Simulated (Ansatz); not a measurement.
CH$_{3}$ClFOSi, SMILES `CO[Si](F)Cl` radical. Total charge 0; spin multiplicity 2. Geometry: relaxed with PBE0-D4/def2-TZVP. It is one conformer, not always the lowest.

```xyz
8

C    -0.959   -0.452    0.597
O     0.303    0.187    0.623
Si    1.007    1.011   -0.582
F     2.514    1.225   -0.131
Cl    0.997   -0.093   -2.320
H    -1.769    0.282    0.602
H    -1.034   -1.067    1.494
H    -1.059   -1.092   -0.284
```

**Question.** What is the dipole moment at ωB97M-V/def2-TZVPP? (Best estimate.)

**Answer.** Ansatz gave: 2.42 D, with components (-2.36, -0.27, 0.44) D in this frame, pointing from negative to positive charge.

**Question.** And with PBE, r2SCAN, B3LYP? (An estimate is asked.)

**Answer.** Computed: PBE 2.32 D, r2SCAN 2.37 D, B3LYP 2.43 D.

**Question.** Give the Mulliken charges with ωB97M-V, PBE, B3LYP in def2-TZVPP. (Estimate.)

**Answer.** Computed: 
| atom | ωB97M-V | PBE | B3LYP |
| --- | --- | --- | --- |
| C1 | -0.17 | -0.14 | -0.12 |
| O2 | -0.29 | -0.24 | -0.31 |
| Si3 | 0.56 | 0.49 | 0.61 |
| F4 | -0.27 | -0.24 | -0.28 |
| Cl5 | -0.20 | -0.20 | -0.23 |
| H6 | 0.12 | 0.11 | 0.11 |
| H7 | 0.13 | 0.11 | 0.12 |
| H8 | 0.12 | 0.10 | 0.11 |

B3LYP here is the variant with VWN-RPA as its local correlation; programs differ in this.
